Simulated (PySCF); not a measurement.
Compound: C3H5FSSi.
Numbering: `[F:1][Si@H:2]1[CH:3]=[CH:4][S:5][CH2:6]1` (hydrogens: H7 on Si2; H8 on C3; H9 on C4; H10, H11 on C6)

The same species was optimised twice, with GFN2-xTB and with PBE0-D3(BJ)/def2-SVP (PySCF), and the same property calculations (PySCF, gas phase) were run on both structures.

```csv
coordinate,GFN2-xTB,PBE0-D3(BJ)/def2-SVP,change
Si2–C3 (Å),1.861,1.839,-0.022
Si2–C6 (Å),1.909,1.893,-0.016
F1–Si2 (Å),1.617,1.632,+0.015
C3=C4 (Å),1.338,1.350,+0.012
C4–S5 (Å),1.735,1.746,+0.011
S5–C6 (Å),1.826,1.816,-0.010
Si2–C3–C4 (°),114.7,111.8,-2.9
C3–Si2–C6 (°),96.0,98.1,+2.1
C3–C4–S5 (°),121.7,123.4,+1.7
F1–Si2–C6 (°),108.3,109.5,+1.2
C4–S5–C6 (°),98.9,97.9,-1.0
F1–Si2–C3 (°),113.8,113.2,-0.6
Si2–C6–S5 (°),108.6,108.2,-0.4
```

Rotational constants: A = 4654, B = 1764, C = 1422 MHz (GFN2-xTB) against A = 4452, B = 1810, C = 1465 MHz (PBE0-D3(BJ)/def2-SVP). Point groups within 0.08 Å: C1 and C1.

On the GFN2-xTB structure: lowest singlet, TDDFT (eV) 4.74 [PBE0/def2-SVPD]; lowest triplet, Tamm–Dancoff (eV) 3.43 [PBE0/def2-SVPD]; isotropic polarisability (au) 76.4 [PBE0/def2-SVPD]; HOMO (eV) -6.54 [PBE0/def2-SVPD]; LUMO (eV) -0.87 [PBE0/def2-SVPD]; dipole (D) 1.26 [PBE0/def2-SVPD].

Task: What do these properties become on the PBE0-D3(BJ)/def2-SVP structure?

Result: 
| property | level | on GFN2-xTB | on PBE0-D3(BJ)/def2-SVP | change |
| --- | --- | --- | --- | --- |
| lowest singlet, TDDFT (eV) | PBE0/def2-SVPD | 4.74 | 4.83 | +0.09 |
| lowest triplet, Tamm–Dancoff (eV) | PBE0/def2-SVPD | 3.43 | 3.45 | +0.02 |
| isotropic polarisability (au) | PBE0/def2-SVPD | 76.4 | 77.1 | +0.7 |
| HOMO (eV) | PBE0/def2-SVPD | -6.54 | -6.64 | -0.10 |
| LUMO (eV) | PBE0/def2-SVPD | -0.87 | -0.93 | -0.06 |
| dipole (D) | PBE0/def2-SVPD | 1.26 | 1.47 | +0.21 |
| energy, GFN2-xTB geometry as zero (kcal/mol) | PBE0/def2-SVPD | 0.0 | -2.0 | -2.0 |

The heavy atoms differ by 0.083 Å rms after alignment. Among bonds between heavy atoms Si2–C3 changes most (-0.022 Å). Changes are differences of the printed values. Neither structure is proved a minimum here.
